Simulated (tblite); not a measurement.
Species: C₄H₆N₄.
Numbering: `[CH3:1]/[N:2]=[CH:3]/[c:4]1[n:5][cH:6][n:7][nH:8]1` (hydrogens: H9, H10, H11 on C1; H12 on C3; H13 on C6; H14 on N8)

Structure optimised with GFN2-xTB, isolated species.

(1) Give the optimised bond lengths and angles.

Results:

(1) 
```csv
bond,length (Å)
C1–N2,1.434
N2=C3,1.264
C3–C4,1.440
C4–N5,1.323
N5–C6,1.341
C6–N7,1.317
N7–N8,1.329
C4–N8,1.354
"C1–H9, C1–H10, C1–H11",1.092
C3–H12,1.096
C6–H13,1.070
N8–H14,1.008
```

Bonds in one row agree within 0.01 Å and their mean is given. A selection of angles:
```csv
angle,degrees
C1–N2–C3,120.1
N2–C3–C4,119.8
C3–C4–N5,127.1
C3–C4–N8,124.1
N5–C4–N8,108.8
C4–N5–C6,103.7
N5–C6–N7,114.1
C6–N7–N8,103.6
C4–N8–N7,109.7
H14–N8–N7,122.5
H14–N8–C4,127.7
```

Dihedral angles: C1–N2–C3–C4 180° (antiperiplanar); N2–C3–C4–N5 180° (antiperiplanar).

The C–N distances run from 1.264 Å (N2=C3, drawn double) to 1.434 Å (C1–N2, drawn single), a spread of 0.170 Å. N5 (pyridine-type nitrogen) is bent (angle 103.7°). Of the pairs four or more bonds apart, N2···H14 is among the closest relative to their van der Waals radii: 2.70 Å, 98 % of the sum of Bondi's values. The 5-membered ring C4–N5–C6–N7–N8 has internal angles of 103.6° to 114.1°; it is planar, 0.00 Å rms from its mean plane, widest ring torsion 0°. The 8 heavy atoms lie in one plane (0.000 Å rms). N8 (pyrrole-type nitrogen) is planar (angles 127.7°, 122.5° and 109.7°, sum 360.0°, 0.00 Å off the plane of its three neighbours).

Point group: Cs (every atom within 0.08 Å of its image). GFN2-xTB frequencies show an imaginary mode (198i cm⁻¹), so the point is no minimum at that level. 2 starts were optimised and ended at 0.00 and 3.18 kcal/mol (GFN2-xTB); the lowest of these is shown.

Hardware: Arm Neoverse V1, one thread, shared host. Cost: 0.19 s wall. These figures are those of the optimisation.

All values are computed, not measured.
